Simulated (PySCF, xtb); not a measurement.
C2F3, SMILES F[C]=C(F)F (connectivity only; charge and spin as stated), charge +1, multiplicity 1.

GFN2-xTB (xtb) at its own geometry gives an orbital gap of 1.17 eV.

Coordinates come from a B3LYP-D3(BJ)/def2-SVP optimisation. The multiplicity is an assumed one; other spin states were not compared. The isomer is the one that the SMILES or the coordinates give; other isomers of the formula were not compared.

Q: What does PBE/def2-TZVPD in PySCF give? (Estimate from the structure and the level; the computed values follow.)

A: gap 1.66 eV (levels -14.18 and -12.52 eV).
